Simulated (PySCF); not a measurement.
TeHCl, SMILES [TeH]Cl. Atoms are numbered in the order given.

```xyz
3

Te     0.0331     0.5718     0.0000
H     -1.6272     0.7108     0.0000
Cl    -0.0056    -1.7910     0.0000
```
Charge 0, spin multiplicity 1.

Coordinates come from a B3LYP-D3(BJ)/def2-TZVP optimisation. The def2 effective core potentials stand for the cores of Te; spin–orbit coupling is left out.

Method: CAM-B3LYP/def2-TZVPD in PySCF.

Mulliken values depend strongly on the basis, most of all with diffuse functions as here. ESP charges are fitted to the potential on shells at 1.4 to 2.0 van der Waals radii. Atomic charges (e):

| atom | Mulliken | ESP fit |
|---|---|---|
| Te1 | 0.25 | 0.10 |
| H2 | 0.05 | 0.06 |
| Cl3 | -0.29 | -0.17 |
